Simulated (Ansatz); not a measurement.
NiN4H12⁺, that is [Ni(NH3)4]2+ with one electron more, relaxed as a doublet with UKS PBE0-D4/def2-SVP in Ansatz, starting from the PBE0-D4/def2-SVP geometry of the charge +2 singlet. Force threshold 0.02 eV/Å.

Start:

```xyz
17

Ni    0.000    0.000    0.000
N    -0.952   -1.511   -0.787
H    -0.541   -1.821   -1.677
H    -1.935   -1.300   -0.998
H    -0.998   -2.361   -0.215
N    -0.633    1.150   -1.444
H    -1.325    1.841   -1.128
H    -1.085    0.675   -2.232
H     0.120    1.696   -1.881
N     0.919    1.519    0.809
H     0.716    1.624    1.810
H     0.701    2.440    0.413
H     1.942    1.446    0.743
N     0.665   -1.158    1.422
H    -0.076   -1.466    2.064
H     1.383   -0.754    2.033
H     1.098   -2.020    1.069
```

```tsv
step	energy (eV)	largest force component (eV/Å)	SCF passes
1	-47172.8166	1.520	43
2	-47173.1254	0.844	24
3	-47173.2501	0.254	25
4	-47173.2574	0.079	26
5	-47173.2590	0.008	29
6	-47173.2601	0.042	27
7	-47173.2609	0.145	26
8	-47173.2638	0.110	25
9	-47173.2659	0.027	26
10 (rejected)	-47173.2620	0.263	25
11 (rejected)	-47173.2646	0.196	29
12	-47173.2668	0.006	27
13	-47173.2684	0.108	26
14	-47173.2696	0.098	27
15	-47173.2706	0.082	26
16	-47173.2715	0.073	27
17	-47173.2725	0.051	27
18	-47173.2729	0.027	29
19	-47173.2732	0.020	29
20	-47173.2733	0.017	29
```

Force components are those of the run's own axes.

End:

```xyz
17

Ni   -0.0005   -0.0001   -0.0001
N    -1.2561   -1.5314   -0.6914
H    -0.8282   -2.1306   -1.4029
H    -2.1199   -1.1876   -1.1160
H    -1.5674   -2.1704    0.0431
N    -0.4246    1.1743   -1.6851
H    -1.2969    1.7055   -1.6124
H    -0.5117    0.6356   -2.5495
H     0.2961    1.8702   -1.8877
N     0.7458    1.6658    1.0317
H     0.7238    1.5579    2.0479
H     0.2239    2.5264    0.8533
H     1.7189    1.8923    0.8076
N     0.9350   -1.3086    1.3449
H     0.4051   -1.4678    2.2064
H     1.8565   -0.9917    1.6534
H     1.1001   -2.2397    0.9568
```

By distances, no bond broke or formed. The bond that changes most is Ni1–N2, from 1.95 to 2.10 Å (atoms count from 1).

The force fell under the threshold at step 5, but the optimiser went on and released 0.014 eV more. No frequencies were taken in this run, so the end may be a saddle point.

Run time 73 s (4 threads of Intel Xeon Platinum 8375C on a shared host).
